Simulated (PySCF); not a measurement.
## Computed beside measured shifts

System: 18-crown-6 (C12H24O6), SMILES C1COCCOCCOCCOCCOCCO1.

Atom-mapped SMILES (hydrogens are numbered by the atom that bears them): [CH2:1]1[CH2:2][O:3][CH2:4][CH2:5][O:6][CH2:7][CH2:8][O:9][CH2:10][CH2:11][O:12][CH2:13][CH2:14][O:15][CH2:16][CH2:17][O:18]1

Computed with GIAO PBE0/pcSseg-2, gas phase, PySCF SCF with an in-house response code, fitting set def2-universal-JFIT up to Ne and JKFIT beyond, grid level 2, non-relativistic, on the PBE0-D3(BJ)/def2-SVP geometry.

One optimised conformer. Values are averaged over the atoms that symmetry or fast rotation interchanges, on this one geometry and without vibrational averaging. Shifts are the reference shielding less the shielding here, at the same level (13C, 1H against isolated TMS; 17O against isolated H2O); nuclei without a reference have shieldings only.

(1) What shifts does this level give for H on 1/2/4/5/7/8/…, H on 1/2/4/5/7/8/…, H on 1/2/4/5/7/8/…, H on 1/2/4/5/7/8/…, H on 1/2/4/5/7/8/…, H on 1/2/4/5/7/8/…, H on 1/2/4/5/7/8/…, H on 1/2/4/5/7/8/…, H on 1/2/4/5/7/8/…, H on 1/2/4/5/7/8/…, H on 1/2/4/5/7/8/…, H on 1/2/4/5/7/8/…, C1/2/4/5/7/8/…, C1/2/4/5/7/8/…, C1/2/4/5/7/8/…, C1/2/4/5/7/8/…, C1/2/4/5/7/8/…, C1/2/4/5/7/8/…, C1/2/4/5/7/8/…, C1/2/4/5/7/8/…, and how do they compare with measurement?

Results:

(1) 
```
              atom  nucleus  computed / ppm  measured / ppm  computed less measured  measured against  medium of the measurement
H on 1/2/4/5/7/8/…       1H            3.58            3.57                    0.01               TMS                     THF-d8
H on 1/2/4/5/7/8/…       1H            3.58            3.59                   -0.01               TMS                     CD2Cl2
H on 1/2/4/5/7/8/…       1H            3.58            3.67                   -0.09               TMS                      CDCl3
H on 1/2/4/5/7/8/…       1H            3.58            3.36                    0.22               TMS                 toluene-d8
H on 1/2/4/5/7/8/…       1H            3.58            3.39                    0.19               TMS                       C6D6
H on 1/2/4/5/7/8/…       1H            3.58            3.41                    0.17               TMS                     C6D5Cl
H on 1/2/4/5/7/8/…       1H            3.58            3.59                   -0.01               TMS                 acetone-d6
H on 1/2/4/5/7/8/…       1H            3.58            3.51                    0.07               TMS                    DMSO-d6
H on 1/2/4/5/7/8/…       1H            3.58            3.51                    0.07               TMS                      CD3CN
H on 1/2/4/5/7/8/…       1H            3.58            3.64                   -0.06               TMS                     TFE-d3
H on 1/2/4/5/7/8/…       1H            3.58            3.64                   -0.06               TMS                      CD3OD
H on 1/2/4/5/7/8/…       1H            3.58             3.8                   -0.22               DSS                        D2O
    C1/2/4/5/7/8/…      13C            73.4           71.34                     2.1               TMS                     THF-d8
    C1/2/4/5/7/8/…      13C            73.4           70.47                     2.9               TMS                     CD2Cl2
    C1/2/4/5/7/8/…      13C            73.4           70.55                     2.9               TMS                      CDCl3
    C1/2/4/5/7/8/…      13C            73.4           70.86                     2.5               TMS                 toluene-d8
    C1/2/4/5/7/8/…      13C            73.4           70.59                     2.8               TMS                       C6D6
    C1/2/4/5/7/8/…      13C            73.4           70.55                     2.9               TMS                     C6D5Cl
    C1/2/4/5/7/8/…      13C            73.4           71.25                     2.2               TMS                 acetone-d6
    C1/2/4/5/7/8/…      13C            73.4           69.85                     3.6               TMS                    DMSO-d6
```

Measured values: Fulmer et al., Organometallics 2010, 29, 2176.
